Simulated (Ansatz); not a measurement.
`BN(C=C)[SiH2]Cl` + H₂ → `BN([SiH3])C=C` + HCl  (hydrogenolysis of the Si–Cl bond)

Isolated molecules relaxed with PBE0-D4/def2-TZVP in Ansatz; ΔE leaves out vibrations. CCSD(T)/CBS is the MP2 limit (def2-TZVPP, def2-QZVPP) plus CCSD(T) − MP2 in def2-TZVPP, frozen cores. This one scheme is used for every species. One conformer a species, not always the lowest.

| species | MP2/def2-QZVPP energy (Eh) |
| --- | --- |
| `BN(C=C)[SiH2]Cl` | -908.58882 |
| H₂ | -1.16658 |
| `BN([SiH3])C=C` | -449.38449 |
| HCl | -460.33593 |

(1) Work out ΔE.

Largest T1 diagnostic among the species: 0.013.

Results:

(1) ΔE = (-449.38449) + (-460.33593) − (-908.58882) − (-1.16658) = 0.03498 Eh = +22.0 kcal/mol. CCSD(T)/CBS gives +20.0 kcal/mol.

In def2-TZVPP, CCSD(T) changes the Hartree–Fock value by +2.3 kcal/mol (the triples alone add +0.9 kcal/mol) and MP2 by +4.8 kcal/mol. The D4 term adds +2.3 kcal/mol with B3LYP and +1.3 kcal/mol with PBE0; it sums over pairs of atoms, weighted by their polarisabilities, and B3LYP, whose exchange is more repulsive, gets the larger term.

B3LYP here is the variant with VWN-RPA as its local correlation; programs differ in this.
